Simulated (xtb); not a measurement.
Cd(OH)(SH) (CdH2OS), SMILES [OH][Cd][SH]. All values are semi-empirical tight-binding results from xtb (GFN2-xTB unless named), good for trends rather than for accurate numbers. Coordinates come from a GFN2-xTB optimisation. One conformer was computed; it need not be the lowest.

For metal compounds this method's bond lengths and energies can be far off.

```yaml
point_group_as_xtb_finds_it: Cs
orbital_gap: 2.81 eV
zero_point_energy: 12.0 kcal/mol
G − E(el) at 298.15 K (modified RRHO): -7.2 kcal/mol
```
